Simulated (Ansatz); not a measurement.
Two isomers of C2H5AlFN: A = `N/C=[CH]/[AlH][F]`, B = `N[CH]1[CH2][Al]1[F]`.

Gas-phase electronic energies from Ansatz, PBE0-D4/def2-TZVP geometries. CCSD(T)/CBS is the MP2 limit (def2-TZVPP, def2-QZVPP) plus CCSD(T) − MP2 in def2-TZVPP, frozen cores. Functionals use def2-TZVPP. B3LYP here is the variant with VWN-RPA as its local correlation; programs differ in this. One conformer a species, not always the lowest.

A:

Z-matrix (Å, degrees):
```
N
C 1 1.357
H 1 1.005 2 119.6
H 1 1.003 2 120.2 3 159.4
C 2 1.353 1 127.1 3 9.4
H 2 1.089 1 112.8 3 -172.3
Al 5 1.893 2 120.2 1 178.2
H 5 1.091 2 116.9 1 -1.7
F 7 1.661 5 116.5 2 0.3
H 7 1.580 5 127.3 2 -180.0
```

B:

```xyz
10

N    -1.2758    0.9978   -0.1289
C    -0.4767   -0.1774   -0.0054
C     0.8842   -0.0602    0.8340
Al    1.0620   -1.0470   -0.7690
F     2.0311   -1.8084   -1.8632
H    -1.0287    1.5754   -0.9182
H    -2.2642    0.7978   -0.1770
H    -1.0715   -0.9708    0.4586
H     0.8081   -0.2347    1.9065
H     1.3314    0.9275    0.6625
```

(1) Which isomer does CCSD(T)/CBS put lower? Give the gap. (An estimate is asked.)

(2) Give E(B) − E(A) in kcal/mol with B3LYP, r2SCAN-D4, PBE0-D4, ωB97M-V, CCSD/def2-TZVPP, B2PLYP, HF/def2-TZVPP. (Estimate.)

Largest T1 diagnostic: 0.013.

Results:

(1) Ansatz gave: A, by 38.8 kcal/mol.

(2) Computed: B3LYP 42.2, r2SCAN-D4 39.5, PBE0-D4 37.8, ωB97M-V 39.5, CCSD/def2-TZVPP 40.0, B2PLYP 41.2, HF/def2-TZVPP 50.9. None reverses the order clearly.

From PBE to PBE0 (25 % exact exchange), in def2-TZVPP and without D4, E(B) − E(A) moves by +1.6 kcal/mol. In def2-TZVPP, CCSD(T) changes the Hartree–Fock value by −11.9 kcal/mol (the triples alone add −1.0 kcal/mol) and MP2 by −12.8 kcal/mol.
